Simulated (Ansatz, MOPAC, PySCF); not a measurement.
Noncovalent pair: HCl (SMILES Cl) (first 2 atoms) with CH4 (SMILES C); geometry from B3LYP-D3(BJ)/def2-TZVP, rigid monomers moved along the line of their centres of mass till H2···C3 is 3.52 Å.
(charge 0, multiplicity 1):
```json
[
 {"atom": "Cl", "x (Å)": "-0.4127", "y (Å)": "-0.3469", "z (Å)": "-0.4821"},
 {"atom": "H", "x (Å)": "-0.2910", "y (Å)": "-0.2431", "z (Å)": "0.7911"},
 {"atom": "C", "x (Å)": "0.0541", "y (Å)": "0.0558", "z (Å)": "4.2860"},
 {"atom": "H", "x (Å)": "-0.8763", "y (Å)": "0.5316", "z (Å)": "3.9759"},
 {"atom": "H", "x (Å)": "0.1552", "y (Å)": "0.1470", "z (Å)": "5.3662"},
 {"atom": "H", "x (Å)": "0.0386", "y (Å)": "-1.0009", "z (Å)": "4.0194"},
 {"atom": "H", "x (Å)": "0.9010", "y (Å)": "0.5478", "z (Å)": "3.8077"}
]
```

Monomers are frozen at their geometry in the pair; levels with a basis set take the counterpoise correction. Rows marked so take none.

Cores are frozen in the correlated methods. CBS(a, b) extrapolates the correlation energy as X⁻³ and adds the Hartree–Fock energy of set b. Rows in 3-21G, 6-311+G**, 6-31G*, STO-3G carry no dispersion term and start afresh at each structure (6-31G* with six Cartesian d functions). The state that PM6, PM7 reach isn't checked; PM7 holds dispersion and hydrogen-bond terms.

Programs: Ansatz (Gaussian basis) for Hartree–Fock, density functionals and correlated methods; MOPAC for PM6, PM7 (differences of heats of formation); PySCF for 3-21G rows, 6-311+G** rows, 6-31G* rows, STO-3G rows, the dispersion terms. Each number belongs to the level named beside it.

Other levels give for the interaction energy: PBE/def2-TZVPPD -1.5; B3LYP/def2-TZVPPD -0.5; B3LYP-D3(BJ)/def2-TZVPPD -1.9; wB97M-V/def2-TZVPPD -1.8; CCSD(T)/CBS(aug-cc-pV(D+d)Z, aug-cc-pV(T+d)Z) -2.0 kJ/mol.

Task: What do these common cheap choices give for the same quantity: PM6, PM7, HF/STO-3G (no counterpoise), HF/3-21G (no counterpoise), B3LYP/3-21G (no counterpoise), B3LYP/6-31G* (no counterpoise), B3LYP/6-311+G** (no counterpoise), M06-2X/6-31G* (no counterpoise)?

Result: PM6 -0.9; PM7 -2.3; HF/STO-3G (no counterpoise) -0.5; HF/3-21G (no counterpoise) -1.2; B3LYP/3-21G (no counterpoise) -1.3; B3LYP/6-31G* (no counterpoise) -0.9; B3LYP/6-311+G** (no counterpoise) -1.0; M06-2X/6-31G* (no counterpoise) -2.0 kJ/mol. They span -2.3 to -0.5 kJ/mol.

Ansatz is a quantum-chemistry and plane-wave program.
